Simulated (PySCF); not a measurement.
**What an electron can do to GeCl**

PBE0 in PySCF with def2-TZVPPD on every atom, for the lowest determinant that a PBE0 search found; no spin–orbit coupling.

| species | state (unpaired electrons) | Re (Å) | ωe (cm⁻¹) | energy of the minimum from the neutral (eV) | De (eV) | dissociates to |
| --- | --- | --- | --- | --- | --- | --- |
| GeCl | doublet (π ↑) | 2.174 | 406 | 0.00 | 4.15 | Ge + Cl |
| GeCl⁺ | singlet (closed shell) | 2.061 | 511 | 7.38 | 4.71 | Ge⁺ + Cl |
| GeCl⁻ | triplet (π ↑↑) | 2.356 | 278 | -1.30 | 1.88 | Ge + Cl⁻ |

Q: Work out the lowest energy to break GeCl into atoms, from its vibrational ground state.

A: D0 = De − ωe/2 = 4.15 − 0.03 = 4.12 eV (PBE0/def2-TZVPPD).

Q: Work out the ionisation energy of the Ge atom at this level and the threshold of dissociative ionisation.

A: IE(Ge) = 7.38 + 4.71 − 4.15 = 7.94 eV, so Ge⁺ + Cl + e⁻ appears at D0 + IE(Ge) = 12.06 eV (PBE0/def2-TZVPPD). The measured IE(Ge) is 7.899 eV (NIST ASD).

Q: Work out the electron affinity of the Cl atom and the threshold of dissociative attachment.

A: EA(Cl) = 4.15 − 1.88 − (-1.30) = 3.57 eV, so Ge + Cl⁻ needs D0 − EA(Cl) = 0.55 eV (PBE0/def2-TZVPPD). The measured EA(Cl) is 3.613 eV.

Q: At which energy does ion-pair formation open?

A: Ge⁺ + Cl⁻ lies at D0 + IE(Ge) − EA(Cl) = 8.49 eV (PBE0/def2-TZVPPD).

These are thermodynamic thresholds; the onsets seen under electron impact lie higher where the geometry changes, and cross-sections peak well above them.

Spin–orbit coupling is left out. For an ion De counts to the pair picked by the measured ionisation energies or electron affinities, which need not be the lowest pair at this level. The highest Kohn–Sham level is positive in this anion. Much of that is self-interaction error, but it also means that the finite basis helps to hold the extra electron. States were picked by a PBE0 search and need not be the measured ground states.
